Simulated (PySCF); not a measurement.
# Polarisability of [Cu(AsH3)4]+

Species: [Cu(AsH3)4]+ (charge +1 and singlet state).
Geometry (PBE0-D3(BJ)/def2-SVP, Å), atoms numbered from 1 in this order:
```
atom  x, y, z in Å
Cu1    0.0042    0.0125    0.0456
As2   -0.2389   -0.1038    2.4345
H3    -1.6190   -0.1820    3.0431
H4     0.2934    0.9992    3.3178
H5     0.3664   -1.2614    3.1925
As6    2.3323   -0.0065   -0.5738
H7     3.2204   -1.1742   -0.2157
H8     3.2464    1.0853   -0.0700
H9     2.7185    0.0832   -2.0317
As10  -1.0134    2.0036   -0.8490
H11   -2.4448    2.3466   -0.5101
H12   -1.1316    2.1646   -2.3461
H13   -0.4218    3.3628   -0.5595
As14  -1.0780   -1.8863   -0.9653
H15   -0.6595   -3.2893   -0.5940
H16   -1.0372   -2.0686   -2.4641
H17   -2.5660   -2.0860   -0.7938
```

Level: CAM-B3LYP/def2-SVPD (PySCF), static field, nuclei fixed, core orbitals frozen in the response. The polarisability tensor in these axes (au):

```
x   147.81   0.12   0.01
y     0.12 147.52  -0.42
z     0.01  -0.42 148.31
```

Q: What are the eigenvalues, a third of the trace, and Δα (Δα² = ½Σ(αi − αj)² over the three pairs)?

A: Principal values 147.31, 147.84 and 148.49 au; mean 147.88 au = 21.91 Å³ = 24.38 × 10⁻⁴⁰ C²·m²/J; Δα = 1.02 au (1 % of the mean).

Q: Traceless (Buckingham) quadrupole moment about the centre of nuclear charge: eigenvalues?

A: -0.48, -0.13, 0.61 D·Å. The values depend on the origin, since the species is charged. The electronic extent ⟨r²⟩ about the same centre is 3397 bohr², a root-mean-square distance of 2.35 Å for the 172 electrons.

Q: Form Σ f/ω² (atomic units) for the 15 lowest TDDFT singlets, given as eV and f, and set it beside the mean polarisability, which is this sum over all singlets: 6.12, 0.0004; 6.14, 0.0007; 6.16, 0.0009; 6.24, 0.0049; 6.25, 0.0036; 6.39, 0.1961; 6.40, 0.2184; 6.40, 0.2253; 6.45, 0.0730; 6.54, 0.0136; 6.55, 0.0215; 6.58, 0.0301; 6.62, 0.1523; 6.64, 0.1285; 6.64, 0.1076.

A: They add up to 20.74 au, 14.0 % of the 147.88 au; the largest single term is 4.07 au, from the state at 6.40 eV. Terms in order: 0.01, 0.01, 0.02, 0.09, 0.07, 3.56, 3.95, 4.07, 1.30, 0.24, 0.37, 0.52, 2.58, 2.16, 1.81 au. Higher excitations give the rest. The strengths listed sum to 1.177.

Isolated species at its PBE0-D3(BJ)/def2-SVP geometry, gas phase. The calculation is non-relativistic, for arsenic too.

These values come from a run that also computed excited states. The run took 3.8 min wall (with the writing of density and orbital grids) on one thread of an Arm Neoverse V1, no GPU, shared host with 64 logical CPUs at a one-minute load of 17, and the process peaked at 1.7 GiB of memory.
